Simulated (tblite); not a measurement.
A computed geometry (GFN2-xTB, dihedral held):
```
atom  x, y, z in Å
C1    -1.164    2.030    0.645
S2    -0.753    0.848   -0.683
C3     1.009    0.719   -0.475
F4     1.628    0.450   -1.695
C5     1.672    0.214    0.614
O6     2.838   -0.070    0.805
F7     0.856    0.280    1.817
H8    -0.510    2.894    0.568
H9    -2.201    2.320    0.498
H10   -1.038    1.546    1.606
```

Charge -1, singlet.

Question: Read off the bonds between heavy atoms and their formal orders.

Answer: C1–S2 1.82 Å (single); S2–C3 1.78 Å (single); C3–F4 1.39 Å (single); C3–C5 1.37 Å (double); C5–O6 1.22 Å (single); C5–F7 1.45 Å (single). Bonds to hydrogen (Å): C1–H8 1.09; C1–H9 1.09; C1–H10 1.08. The orders are those of one drawing; other resonance forms can be drawn.

Question: Give the structure as a SMILES string.

Answer: `CS/C(F)=C(/[O-])F`, [C3H3F2OS]-. Among its features: C=C double bond, sulfide and C–F bond.

Question: Name the point group.

Answer: C1 (no symmetry element, even within 0.4 Å).

Question: Classify the heavy atoms.

Answer: C1: S-methyl carbon; S2: sulfide sulfur; C3: carbon bonded to C, F and S; F4: vinyl fluorine; C5: vinylic C–F carbon; O6: enolate oxygen; F7: vinyl fluorine.

Question: What is the arrangement about S2?

Answer: It has 2 neighbours (C1, C3) and is bent (angle 100.7°).

Question: What is the arrangement about C1?

Answer: It has 4 neighbours (S2, H8, H9, H10) and is tetrahedral (angles from 106.9° to 110.6°).

The geometry is a constrained GFN2-xTB structure with the dihedral F4–C3–S2–C1 held at 210°, isolated molecule; it need not be a minimum.
